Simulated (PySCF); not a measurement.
A structure optimised at PBE-D3(BJ)/def2-SVP, used in a PySCF frequency run:

```xyz
7

W      0.1375    -0.1067    -0.1160
O      1.8208    -0.3708     0.1098
N     -0.4729    -1.1286    -1.4209
H     -0.2333    -1.8191    -2.1425
Cl    -0.2654     2.0952    -0.6559
S     -0.9153    -0.8574     1.8562
H     -2.0437    -1.3162     1.2426
```

**Question.** Write its SMILES and formula.

**Answer.** [NH]=[W](=[O])([SH])[Cl], ClH₂NOSW

**Question.** What are its rotational constants (standard atomic weights)?

**Answer.** 2.5650, 1.5236, 1.2767 GHz
